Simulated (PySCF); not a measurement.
Computed shifts of a molecule C4H6OS, PBE/pcSseg-1 (PySCF), GIAO, gas phase, equivalent atoms averaged, in ppm (number of nuclei): ¹³C: 161.9 (1), 88.4 (1), 83.0 (1), 29.3 (1). ¹H: 6.09 (1), 4.94 (1), 4.07 (1), 1.98 (3). References: ¹³C against TMS (σ = 182.0 ppm); ¹⁷O against H2O (σ = 334.3 ppm); ³³S against H2S (σ = 706.5 ppm); ¹H against TMS (σ = 31.49 ppm), references at their B3LYP-D3(BJ)/def2-TZVP geometries, non-relativistic. Geometry: B3LYP-D3(BJ)/def2-SVP. One conformer was computed; it need not be the lowest.

### Question
Identify the compound among the candidates.
A. O=CSC1CC1
B. C=C1O[C@@H](C)S1
C. O=C[C@@H]1CCS1
D. C1=CSCOC1

### Answer
B, C=C1O[C@@H](C)S1
